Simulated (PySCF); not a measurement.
This PySCF input asks for the NMR shieldings of SMILES C=C(BO[SiH3])C1CC1, C5H11BOSi; the geometry comes from GFN2-xTB.

```python
import basis_set_exchange as bse
import numpy as np
from pyscf import gto, dft
from pyscf.prop import nmr

atoms = """
C    -0.078726   -0.930713   -0.731101
C    -0.163096    0.111563    0.100637
B     1.134889    0.844459    0.616202
O     2.347549    0.393180    0.369033
Si    3.637729   -0.443819   -0.094843
C    -1.477426    0.636629    0.552416
C    -2.663264    0.673473   -0.378632
C    -2.658134   -0.274072    0.772157
H     0.878976   -1.296178   -1.060408
H    -0.937175   -1.456215   -1.121103
H     1.040434    1.842800    1.243583
H     3.293599   -1.809678   -0.507725
H     4.514636   -0.480162    1.074665
H     4.190661    0.315505   -1.214822
H    -1.392733    1.469665    1.238691
H    -2.529576    0.276424   -1.373149
H    -3.315791    1.532386   -0.337839
H    -2.525351   -1.326628    0.574147
H    -3.307006   -0.069368    1.610516
"""
names = dict.fromkeys(["C", "B", "O", "Si", "H"], "pcSseg-1")
basis = {el: gto.basis.parse(bse.get_basis(n, elements=[el], fmt="nwchem")) for el, n in names.items()}
mol = gto.M(atom=atoms, basis=basis, charge=0, verbose=0)
mf = dft.RKS(mol, xc="PBE0")
mf.grids.level = 2
mf.grids.alignment = dft.numint.BLKSIZE   # the property module wants whole blocks of grid points
mf.conv_tol = 1e-9
mf.kernel()

calc = nmr.RKS(mf)   # GIAO
C = mf.mo_coeff
Co = C[:, mf.mo_occ > 0]
resp = mf.gen_response(singlet=True, hermi=2)
def vind(x):   # induced exchange potential for any number of trial vectors
    d = np.einsum("pi,xij,qj->xpq", C, 2 * x.reshape(-1, C.shape[1], Co.shape[1]), Co, optimize=True)
    return np.einsum("xpq,pi,qj->xij", resp(d - d.transpose(0, 2, 1)), C, Co, optimize=True).ravel()
mo1, _ = nmr.rhf.solve_mo1(calc, with_cphf=vind)
sigma = calc.kernel(mo1)
for i, s in enumerate(sigma):   # ppm
    print("%2d %-2s %9.2f" % (i, mol.atom_pure_symbol(i), np.trace(s) / 3))
```

Question: Give the expected output.

Answer: 
```
 0 C      59.45
 1 C      21.74
 2 B      59.93
 3 O     196.00
 4 Si    397.08
 5 C     170.79
 6 C     168.65
 7 C     170.30
 8 H      25.83
 9 H      26.28
10 H      26.27
11 H      26.13
12 H      26.36
13 H      26.39
14 H      30.06
15 H      31.33
16 H      30.73
17 H      31.22
18 H      30.76
```

These numbers come from an equivalent density-fitted implementation of the same equations, which agrees with the script to about 0.01 ppm for H and up to a few tenths of a ppm for heavy atoms, so last digits may differ.

Size and cost of the density-fitted run: 198 basis functions, 61 s wall time on 1 thread of an Arm Neoverse N1, shared host; peak memory 0.87 GiB.
